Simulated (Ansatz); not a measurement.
CH3F3SeTi (`C[Se][Ti]([F])([F])[F]`), relaxed with RKS PBE0-D4/def2-TZVP in the Gaussian-basis code of Ansatz from a GFN2-xTB geometry. The force threshold is 0.005 eV/Å; the program also tests the step.

Charge 0, multiplicity 1.

Start:

```xyz
9

C    -0.095    0.568   -1.397
Se   -0.333    1.485    0.361
Ti    0.098   -0.584    1.435
F     1.656   -0.974    0.859
F    -1.120   -1.589    0.787
F    -0.044   -0.140    3.062
H    -0.239    1.299   -2.188
H     0.917    0.161   -1.441
H    -0.841   -0.225   -1.478
```

Question: By how much does the energy fall, and how many steps does the optimiser take? (Estimate.)

Answer: Computed: 22.69 kJ/mol, in 7 steps, 1 of them rejected.

Question: Which bonds change most? (An estimate is asked.)

Answer: The calculation gave: Ti3–F6 from 1.693 to 1.742 Å; Ti3–F5 from 1.707 to 1.751 Å; Ti3–F4 from 1.707 to 1.751 Å; C1–Se2 from 1.996 to 1.967 Å.

Question: Give the relaxed structure. (An estimate is asked.)

Answer: Ansatz gave: 
```xyz
9

C    -0.103    0.616   -1.476
Se   -0.334    1.481    0.276
Ti    0.086   -0.542    1.473
F     1.674   -1.116    1.009
F    -1.089   -1.728    0.944
F    -0.039   -0.156    3.167
H    -0.259    1.394   -2.221
H     0.907    0.219   -1.566
H    -0.844   -0.170   -1.605
```
